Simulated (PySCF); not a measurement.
Computed IR spectrum (relative IR intensity) of a molecule CHF₂NOSi. Geometry optimised at PBE-D3(BJ)/def2-SVP. Other conformers were not sampled. Method: PBE-D3(BJ)/def2-SVP run with PySCF. Frequencies are harmonic and unscaled.

ν (cm⁻¹): 373 (w), 583 (vw), 587 (vw), 609 (w), 802 (w), 882 (m), 964 (m), 1504 (w), 2292 (w), 2418 (vs) (against the strongest line: vs over 80 %, s over 45 %, m over 15 %, w over 4 %, vw less)

Question: Pick the molecule that these values belong to.
A. O=C=N[SiH](F)F
B. F[Si]1(F)N=CO1
C. N#CO[SiH](F)F

Answer: A, O=C=N[SiH](F)F
